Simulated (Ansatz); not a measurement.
ClK, charge +1, doublet, geometry from GFN2-xTB (such geometries of metal compounds can be far from the true shape) (a state made from the parent by changing its charge; the spin is typed, not shown lowest), with bond 1-2 at 1.25 times its length; Ansatz (a quantum-chemistry and plane-wave program) with PBE0/6-311G**.

Input for Ansatz:
Ansatz 0.2 input:
```yaml
crystal:
  periodic: [false, false, false]
  atoms:
    - {symbol: K, position_ang: [0.00000000, 0.00000000, -2.33922190]}
    - {symbol: Cl, position_ang: [0.00000000, 0.00000000, 1.70943139]}
basis:
  gaussian:
    orbitals: 6-311G__.json
hamiltonian:
  xc: pbe0
total_charge: 1
magnetization: {spin_polarized: true, initial_magnetization: 1}
scf: {lower_state_search: off}
```
The basis file holds 6-311G** in the JSON format of the Basis Set Exchange.

What the program printed (banner, timings and long lists left out):

```
Functional definition: PBE0
these checks for a lower state are left out or cut short: stability, starts, cluster_reference, orbital_swaps, neighbouring_geometries, increment
543 factors; integrals over basis functions are off by at most 4.8e-4 eV
mean field evaluation 1: about -28830.2064 eV, gradient 2.2e1 eV
mean field evaluation 2: about -28831.4630 eV, gradient 1.7e1 eV
mean field evaluation 4: about -28832.5386 eV, gradient 3.9e-1 eV
mean field evaluation 8: about -28832.5408 eV, gradient 3.1e-3 eV
mean field evaluation 16: about -28832.5408 eV, gradient 1.3e-6 eV
mean field -28832.54084626 eV, -1059.5763327018 hartree, gradient 1.3e-6 eV, S^2 0.752272; 0 other end points of the search recorded, 0 dependent functions left out
reference -28832.54088150 eV, -1059.5763339972 hartree; 18, 17 occupied and 48, 49 virtual orbitals, 543 factors
Total energy: -28832.54088150 eV, -1059.5763339972 hartree
Checks for a lower state left out: stability, starts, cluster_reference, orbital_swaps, neighbouring_geometries, increment
```
